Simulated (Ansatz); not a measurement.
`FC(F)(F)C1(F)OC1(F)F`, relaxed with RKS PBE0-D4/def2-TZVP in Ansatz from a GFN2-xTB geometry. The force threshold is 0.005 eV/Å; the program also tests the step.

Total charge 0; spin multiplicity 1.

Start:

```xyz
10

F     1.346   -1.564   -0.243
C     0.049   -1.265   -0.158
F    -0.449   -1.258   -1.389
F    -0.547   -2.231    0.527
C    -0.143    0.098    0.512
F     0.052    0.049    1.840
O    -1.207    0.897    0.087
C     0.031    1.380   -0.184
F     0.425    1.436   -1.447
F     0.444    2.459    0.456
```

Q: By how much does the energy fall, and how many steps does the optimiser take? (An estimate is asked.)

A: The calculation gave: 1.54 kcal/mol, in 7 steps.

Q: Which bonds change most? (Estimate.)

A: Computed: C5–C8 from 1.469 to 1.452 Å; O7–C8 from 1.356 to 1.372 Å; C5–O7 from 1.397 to 1.411 Å; C5–F6 from 1.342 to 1.331 Å.

Q: Give the relaxed structure. (Estimate.)

A: Ansatz gave: 
```xyz
10

F     1.315   -1.713   -0.041
C     0.065   -1.276   -0.160
F    -0.253   -1.229   -1.444
F    -0.745   -2.134    0.450
C    -0.059    0.100    0.487
F     0.231    0.034    1.784
O    -1.206    0.853    0.159
C     0.011    1.379   -0.198
F     0.244    1.525   -1.487
F     0.397    2.461    0.449
```
